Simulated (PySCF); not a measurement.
## Ionisation energy of Re⁴²⁺ by level of theory

Re⁴²⁺ [Ar] 3d10 4s2 4p3 [4p1/2^2 4p3/2^1, M_J = 3/2] → Re⁴³⁺ [Ar] 3d10 4s2 4p2 [4p1/2^2, M_J = 0], as a difference of total energies. All numbers are calculated (PySCF 2.14, the two-component X2C-1e Hamiltonian, in an even-tempered Gaussian basis (16 s from 5.3 bohr⁻², ratio 2.8; 13 p from 6.9 bohr⁻², ratio 2.8; 8 d from 12 bohr⁻², ratio 2.8; 4 f from 31 bohr⁻², ratio 3)). Correlated levels: [Ne] frozen; the 72 highest virtual spinors dropped. "Screened" scales the spin-orbit matrix elements by Boettger's factors to mimic the two-electron term; Breit and QED terms are absent.

| method | ionisation energy (eV) |
| --- | --- |
| GHF (spin-free) | 2112.6 |
| GMP2 (spin-free) | 2113.5 |
| GHF (screened spin-orbit) | 2075.1 |
| GMP2 (screened spin-orbit) | 2076.0 |

Breit and QED terms and the two-electron picture change are absent.

The spin-free rows relax to the high-spin LS determinant and lack the spin-orbit shift.

The labels give the starting determinants; with spin-orbit coupling the two ends relaxed to ⟨J²⟩ = 3.75, ⟨L²⟩ = 2.55, ⟨S²⟩ = 1.56 and ⟨J²⟩ = 0.00, ⟨L²⟩ = 1.38, ⟨S²⟩ = 1.38.

For comparison: 2080 ± 4 eV (theoretical estimate listed by NIST; NIST Atomic Spectra Database, ionization energies).
